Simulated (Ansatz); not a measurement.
Be₈O₈⁺, a nanocrystal cut from wurtzite BeO (bare). The state is a doublet with charge 1. Geometry PBE-D4/def2-SVP, that of the neutral singlet; atoms count from 1.

```xyz
16

O    -2.175   -2.705    0.371
Be   -2.966   -1.624    0.899
Be   -0.867   -2.124   -0.051
O    -0.634   -0.347    0.193
O     1.962   -0.418   -0.883
Be    0.619    0.339   -0.187
Be    3.083    0.501   -1.165
O     3.468    1.900   -1.054
O    -3.241   -0.260    1.271
Be   -2.027    0.538    0.930
O     0.913    1.993    0.011
Be    2.248    2.419   -0.454
O     0.398   -2.783   -0.694
Be    1.364   -1.808   -0.904
O    -1.712    2.062    1.096
Be   -0.432    2.318    0.623
```

**Question.** Estimate the Mulliken populations from the PBE0/def2-TZVP orbitals of Ansatz.

**Answer.** 
```json
{"atom": "O1", "charge (e)": "-0.01", "spin (α − β)": "0.49"}
{"atom": "Be2", "charge (e)": "0.18", "spin (α − β)": "-0.10"}
{"atom": "Be3", "charge (e)": "0.19", "spin (α − β)": "-0.03"}
{"atom": "O4", "charge (e)": "-0.18", "spin (α − β)": "0.00"}
{"atom": "O5", "charge (e)": "0.07", "spin (α − β)": "0.00"}
{"atom": "Be6", "charge (e)": "0.16", "spin (α − β)": "0.00"}
{"atom": "Be7", "charge (e)": "0.20", "spin (α − β)": "0.00"}
{"atom": "O8", "charge (e)": "-0.13", "spin (α − β)": "0.00"}
{"atom": "O9", "charge (e)": "-0.01", "spin (α − β)": "0.49"}
{"atom": "Be10", "charge (e)": "0.19", "spin (α − β)": "-0.03"}
{"atom": "O11", "charge (e)": "0.07", "spin (α − β)": "0.00"}
{"atom": "Be12", "charge (e)": "0.20", "spin (α − β)": "0.00"}
{"atom": "O13", "charge (e)": "-0.12", "spin (α − β)": "0.08"}
{"atom": "Be14", "charge (e)": "0.15", "spin (α − β)": "0.00"}
{"atom": "O15", "charge (e)": "-0.12", "spin (α − β)": "0.08"}
{"atom": "Be16", "charge (e)": "0.15", "spin (α − β)": "0.00"}
```
Mulliken values depend strongly on the basis.

**Question.** Where does the spin sit?

**Answer.** Summed by element: O 1.15, Be -0.15, of 1 unpaired in all. Largest on single atoms: O9 0.49, O1 0.49, Be2 -0.10.

**Question.** And the Mayer bond orders between heavy atoms (over 0.3)?

**Answer.** O1–Be2 1.25 (1.44 Å); O1–Be3 0.97 (1.49 Å); Be2–O9 1.25 (1.44 Å); Be3–O4 0.60 (1.81 Å); Be3–O13 1.03 (1.56 Å); O4–Be6 1.28 (1.48 Å); O4–Be10 0.60 (1.81 Å); O5–Be6 0.71 (1.69 Å); O5–Be7 1.14 (1.48 Å); O5–Be14 0.98 (1.51 Å); Be6–O11 0.71 (1.69 Å); Be7–O8 1.29 (1.46 Å); O8–Be12 1.29 (1.46 Å); O9–Be10 0.97 (1.49 Å); Be10–O15 1.03 (1.56 Å); O11–Be12 1.14 (1.48 Å); O11–Be16 0.98 (1.51 Å); O13–Be14 1.53 (1.39 Å); O15–Be16 1.53 (1.39 Å).
